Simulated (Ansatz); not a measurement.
Input file for FH$_{6}$InO$_{2}$Si$_{2}$, SMILES `[F][In]([O][SiH3])[O][SiH3]`:

```yaml
crystal:
  periodic: [false, false, false]
  atoms:
    - {symbol: F, position_ang: [-2.688555, -1.593681, 2.200152]}
    - {symbol: In, position_ang: [-1.335753, -0.790959, 1.094158]}
    - {symbol: O, position_ang: [-1.228443, 1.157351, 1.035010]}
    - {symbol: Si, position_ang: [-0.323694, 2.230183, 0.188992]}
    - {symbol: O, position_ang: [-0.144375, -1.969873, 0.093537]}
    - {symbol: Si, position_ang: [1.158396, -1.735743, -0.872217]}
    - {symbol: H, position_ang: [-0.054843, 1.727643, -1.189473]}
    - {symbol: H, position_ang: [0.984022, 2.462831, 0.859729]}
    - {symbol: H, position_ang: [-1.067868, 3.512059, 0.102343]}
    - {symbol: H, position_ang: [1.959178, -0.565367, -0.409529]}
    - {symbol: H, position_ang: [0.734970, -1.481099, -2.275732]}
    - {symbol: H, position_ang: [2.006956, -2.953355, -0.826980]}
basis:
  gaussian: {orbitals: def2-TZVPP}
correlation: {method: ccsd_t}
```

```sh
$ ansatz run in.yaml --threads 2 --pin off --events-out ev --progress --plain --max-ram 22528MiB --backend cuda --devices 0, --max-vram 18GiB
```

Output of Ansatz, abridged:

```
Functional definition: HF
2028 factors; integrals over basis functions are off by at most 8.6e-4 eV
mean field evaluation 1: about -27748.6065 eV, gradient 6.3e1 eV
mean field evaluation 2: about -27748.8614 eV, gradient 6.3e1 eV
mean field evaluation 4: about -27756.0239 eV, gradient 3.9e0 eV
mean field evaluation 8: about -27756.1030 eV, gradient 4.0e-1 eV
mean field -27756.10352923 eV, -1020.0179909367 hartree, gradient 3.1e-6 eV, S^2 0.000000; 0 other end points of the search recorded, 0 dependent functions left out
17 core orbitals not correlated: weight in the atoms' cores, before any rotation towards them, 1.000 or more for the frozen orbitals, at most 0.000 for the correlated occupied ones
reference -27756.10352923 eV, -1020.0179909367 hartree; 23, 23 occupied and 271, 271 virtual orbitals, 2028 factors
second order -34.11163982 eV of doubles, -0.00000000 eV of singles
cycle   1  -33.75600422 eV  change    3.6e-1 eV  update   1.6e-1
cycle   2  -34.67066253 eV  change   -9.1e-1 eV  update   5.2e-2
cycle   3  -34.92798481 eV  change   -2.6e-1 eV  update   2.9e-2
cycle   4  -34.90601378 eV  change    2.2e-2 eV  update   7.5e-3
cycle   5  -34.89832342 eV  change    7.7e-3 eV  update   3.7e-3
cycle   6  -34.90086732 eV  change   -2.5e-3 eV  update   1.3e-3
cycle   7  -34.90081074 eV  change    5.7e-5 eV  update   5.0e-4
cycle   8  -34.90048747 eV  change    3.2e-4 eV  update   2.1e-4
cycle   9  -34.90058530 eV  change   -9.8e-5 eV  update   8.7e-5
cycle  10  -34.90066614 eV  change   -8.1e-5 eV  update   3.2e-5
cycle  11  -34.90061569 eV  change    5.0e-5 eV  update   1.3e-5
perturbative correction -1.17739305 eV, -0.0432683967 hartree
Total energy: -27792.18153798 eV, -1021.3438333035 hartree
```

Hardware: 2 threads of an AMD EPYC 7R13 on a shared host and a share of an NVIDIA H100 80 GB. Wall time 8 s, peak host memory 0.9 GiB.

Correlation energy per correlated electron: -0.784 eV. T1 diagnostic: 0.0159.
